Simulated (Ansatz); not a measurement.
`C[SiH2]C(N)O` and `B[SiH2]C(N)O` differ in one atom or group.

Ansatz, PBE0-D4/def2-TZVP geometries, multiplicity 1. Each molecule was computed in one conformer, which needn't be the lowest.

```json
{"property": "size of the dipole moment (PBE/def2-TZVPP) / D", "`C[SiH2]C(N)O`": "1.28"}
{"property": "HOMO energy (ωB97M-V/def2-TZVPP) / eV", "`C[SiH2]C(N)O`": "-9.14"}
{"property": "LUMO energy (PBE/def2-TZVPP) / eV", "`C[SiH2]C(N)O`": "-0.11"}
{"property": "size of the dipole moment (B3LYP/def2-TZVPP) / D", "`C[SiH2]C(N)O`": "1.35"}
{"property": "HOMO energy (PBE0/def2-TZVPP) / eV", "`C[SiH2]C(N)O`": "-6.82"}
{"property": "HOMO–LUMO gap (PBE/def2-TZVPP) / eV", "`C[SiH2]C(N)O`": "5.34"}
```

Q: What does the change do to each property? (Best estimate.)

A: Computed: 
```json
{"property": "size of the dipole moment (PBE/def2-TZVPP) / D", "`B[SiH2]C(N)O`": "2.23", "shift": "0.95"}
{"property": "HOMO energy (ωB97M-V/def2-TZVPP) / eV", "`B[SiH2]C(N)O`": "-9.22", "shift": "-0.08"}
{"property": "LUMO energy (PBE/def2-TZVPP) / eV", "`B[SiH2]C(N)O`": "-3.47", "shift": "-3.36"}
{"property": "size of the dipole moment (B3LYP/def2-TZVPP) / D", "`B[SiH2]C(N)O`": "2.40", "shift": "1.05"}
{"property": "HOMO energy (PBE0/def2-TZVPP) / eV", "`B[SiH2]C(N)O`": "-6.86", "shift": "-0.04"}
{"property": "HOMO–LUMO gap (PBE/def2-TZVPP) / eV", "`B[SiH2]C(N)O`": "1.96", "shift": "-3.38"}
```

Dipoles are sizes alone; their direction can turn.

Positive LUMOs are unbound, so they and the gaps depend on the basis.

B3LYP here is the variant with VWN-RPA as its local correlation; programs differ in this.
